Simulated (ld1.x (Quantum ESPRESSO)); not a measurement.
## Be (Z = 4), TM: configuration errors across variants

ld1.x (Quantum ESPRESSO) 7.5 input, shortened:

```
&input
   title='Be', zed=4., rel=1, dft='WC', iswitch=3,
   config='[He] 2s1.5 2p0.5'
 /
 &inputp
   pseudotype=2, tm=.true., lloc=-1, rcloc=0.70,
   nlcc=.false.
 /
2
1S  1  0   2.00   0.00  0.35  0.35  0.0
2P  2  1   0.50   0.00  4.20  4.20  0.0
 &test
   configts(1)='1s2 2s1.5 2p0.5'
 /
```

Occupied shells without a wave of their own: 2s. They enter only through the test configuration that unscreens the potential.

All-electron excitation energies from the reference (eV): (1) 1s2 2s2 2p0 -1.803; (2) 1s2 2s1 2p0 7.665; (3) 1s2 2s0 2p0 25.420; (4) 1s2 2s1 2p1 1.812; (5) 1s2 2s1.5 2p0 1.923; (6) 1s1 2s2 2p0 126.043; (7) 1s2 2s0 2p1 11.597.

For the base: The 2s level has no wave, so the channel is fitted at the deeper level alone: the likely source of the large errors.

2 further variants failed, have other tests or another functional or relativity, and are left out.

Errors AE − PS in meV (a dash: test not solved or not reliable):

```tsv
change	(1)	(2)	(3)	(4)	(5)	(6)	(7)	bound ghosts
base	-17	+54	+170	+2.7	+13	+245	-53	not determined
wave 2p (bound): rc 4.20 bohr becomes 2p (bound): rc 3.48 bohr	-14	+33	+116	+5.7	+5.7	+121	-26	not determined
wave 1s (bound): rc 0.35 bohr becomes 1s (bound): rc 0.30 bohr	-16	+53	+168	+2.3	+13	+220	-55	not determined
type TM semilocal; local potential the p channel	-10	+44	+131	-5.0	+13	+306	-142	none
```

**Question.** Give the same row for: local potential all-electron potential smoothed inside 3.40 bohr (lloc = -1).

**Answer.** -1322, +1942, +7346, +1324, +52, -3796, +5269; bound ghosts: not determined.
